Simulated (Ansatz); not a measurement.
The same isomerisation along the group O, S, Se.

Gas-phase electronic energies from Ansatz, PBE0-D4/def2-TZVP geometries. CCSD(T)/CBS is the MP2 limit (def2-TZVPP, def2-QZVPP) plus CCSD(T) − MP2 in def2-TZVPP, frozen cores. Functionals use def2-TZVPP. B3LYP here is the variant with VWN-RPA as its local correlation; programs differ in this. For Se outer-core shells are correlated without core-valence functions, which leaves a few kJ/mol of doubt a bond. Scalar relativity is left out up to krypton. One conformer a species, not always the lowest.

```csv
reaction,B3LYP-D4 (kJ/mol),CCSD(T)/CBS(def2) (kJ/mol)
`N[SiH2]O[SiH3]` → `O[SiH2]N[SiH3]`,52,50
`N[SiH2]S[SiH3]` → `[SiH3]N[SiH2]S`,4,6
`N[SiH2][Se][SiH3]` → `[SiH3]N[SiH2][SeH]`,10,13
```

Largest T1 diagnostic: 0.011, for `O[SiH2]N[SiH3]`.
